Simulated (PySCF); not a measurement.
Magnetic shielding above rings: a mixed set.

NICS = −σ at a ghost point: NICS(0) at the centroid of the ring atoms, NICS(1) 1 Å to either side along the normal of their mean plane, zz for the tensor component along that normal. Level: GIAO PBE0/pcSseg-1 (PySCF, non-relativistic, gas phase) on the GFN2-xTB geometries, one conformer each. Atom numbers follow the mapped SMILES.

Task: Order these rings by mean NICS(1)zz, lowest (most negative) first (ppm).
A. ring C3–C5–C6 in `[CH:1]#[C:2][C@@:3]1([SiH3:4])[CH2:5][C@@H:6]1[C:7]([CH3:8])=[O:9]`
B. ring C3–N4–N5–C7–C8 in `[CH2:1]=[CH:2][C:3]1=[N:4][N:5]([CH3:6])[CH2:7][C@@H:8]1[O:9][CH3:10]`
C. ring P3–C5–C6–S7–C8–C9 in `[CH3:1][N:2]=[P:3]1([CH3:4])[CH2:5][CH2:6][S:7][CH2:8][CH2:9]1`
D. ring C2–C3–C4–C7–N8–N9 in `[CH3:1][c:2]1[cH:3][c:4]([S:5][SiH3:6])[cH:7][n:8][n:9]1`
E. ring C5–C6–Si7–C8 in `[F:1][Si@@H:2]([SiH2:3][PH2:4])[CH:5]1[CH2:6][SiH2:7][CH2:8]1`
F. ring N2–C3–C4–C5–C6 in `[CH3:1][n:2]1[cH:3][cH:4][cH:5][c:6]1[F:7]`
G. ring P2–C3–C4–C5–C7 in `[CH3:1][P:2]1[CH2:3][CH2:4][C:5]([F:6])=[C:7]1[SiH3:8]`

Result: F (-26.4), D (-24.8), A (-22.8), B (-3.1), G (-1.6), C (4.7), E (7.1).

| SMILES | ring | NICS(0) | NICS(1) | NICS(1)zz | HOMA | rms pucker (Å) | ring atoms with four or more neighbours |
| --- | --- | --- | --- | --- | --- | --- | --- |
| Cn1cccc1F | 5-membered ring with N; formal bonds all aromatic | -15.1 | -10.2 | -26.4 | 0.89 | 0.00 | 0 |
| Cc1cc(S[SiH3])cnn1 | 6-membered ring with 2 N; formal bonds all aromatic | -5.1 | -10.6 | -24.8 | 0.98 | 0.00 | 0 |
| C#C[C@@]1([SiH3])C[C@@H]1C(C)=O | 3-membered carbocycle; formal bonds all single | -45.4 | -8.5 | -22.8 | – | 0.00 | 3 |
| C=CC1=NN(C)C[C@@H]1OC | 5-membered ring with 2 N; formal bonds 1 double, 4 single | -3.0 | -3.6 | -3.1 | – | 0.04 | 2 |
| CP1CCC(F)=C1[SiH3] | 5-membered ring with P; formal bonds 1 double, 4 single | -3.6 | -2.8 | -1.6 | – | 0.08 | 2 |
| CN=P1(C)CCSCC1 | 6-membered ring with P and S; formal bonds all single | -2.6 | -2.1 | 4.7 | – | 0.32 | 5 |
| F[Si@@H]([SiH2]P)C1C[SiH2]C1 | 4-membered ring with Si; formal bonds all single | 1.9 | 0.0 | 7.1 | – | 0.08 | 4 |

NICS(0) gives another order. The isotropic NICS(1) gives another order. HOMA uses Krygowski's 1993 parameters; it is left out where a ring has a four-coordinate atom, a triple bond, no multiple bond or a kind of bond without parameters. NICS(1) and NICS(1)zz are means over the two faces.
